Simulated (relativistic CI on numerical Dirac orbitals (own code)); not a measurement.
**One change at a time: Xe XLVII**

Base calculation: Dirac-Coulomb-Breit CI, separate exchange-only KLI orbitals for each configuration, model QED (radiative potential, 1s self-energy scaled to tabulated hydrogen-like ionisation energies), unscaled Slater integrals.

Configuration list (outside the closed core 1s2): 2s²2p⁴, 2s2p⁵, 2p⁶, 2p⁵3s, 2p⁵3p, 2p⁵3d, 2s²2p³3s, 2s²2p³3p, 2s²2p³3d, 2s2p⁴3s, 2s2p⁴3p, 2s2p⁴3d, 2s²2p³4s, 2s²2p³4p, 2s²2p³4d, 2s²2p³4f, 2s2p⁴4s, 2s2p⁴4p, 2s2p⁴4d, 2s2p⁴4f, 2s²2p²3s², 2s²2p²3s3p, 2s²2p³5s, 2s²2p³5p, 2s²2p³5d, 2s²2p²3s3d, 2s²2p³5f, 2s²2p³5g, 2s²2p²3p², 2s²2p²3p3d, 2s2p³3s², 2s²2p²3d², 2s2p³3s3p, 2s2p³3s3d, 2s2p³3p², 2s2p⁴5s. Levels of other configurations are missing.

Variants: (1) QED terms removed. Shifts of the energy above 2s²2p⁴ ³P2, in eV, for the lowest level and the first level of each name with at least 55 % of one term (blank where a level changes its place among those of its configuration and J or its character, or is not in the variant):

| Level | Base | Δ(1) |
| --- | --- | --- |
| 2s²2p⁴ ³P2 | 0.00 | 0.00 |
| 2s²2p⁴ ¹S0 | 38.08 | +0.03 |
| 2s²2p⁴ ³P1 | 334.17 | -0.58 |
| 2s²2p⁴ ¹D2 | 351.01 | -0.58 |
| 2s2p⁵ ³P°2 | 595.36 | +5.46 |
| 2s²2p⁴ ³P0 | 699.01 | -1.08 |
| 2s2p⁵ ³P°0 | 937.52 | +4.89 |
| 2p⁶ ¹S0 | 1276.92 | +10.83 |
| 2s²2p³3p ³P0 | 4662.74 | +0.39 |
| 2s²2p³3d ³P°0 | 4718.50 | +0.61 |
| 2s²2p³3s ³D°3 | 4796.17 | -1.67 |
| 2s²2p³3s ¹D°2 | 4801.19 | -1.72 |
| 2s²2p³3s ³P°0 | 4826.80 | -1.67 |
| 2s²2p³3s ³P°1 | 4829.77 | -1.68 |

At this charge energies of transitions that change n are usually good to better than 1 %, and those within a shell (Δn = 0) to a few per cent.

Ionisation energy from the two ground configurations alone: base 8143.43 eV. The NIST ASD value (theoretical) is 8144 eV.

LS names give the leading component of a level, which can be under half, so a name can repeat, a term be missing and a line seem to break the LS rules.
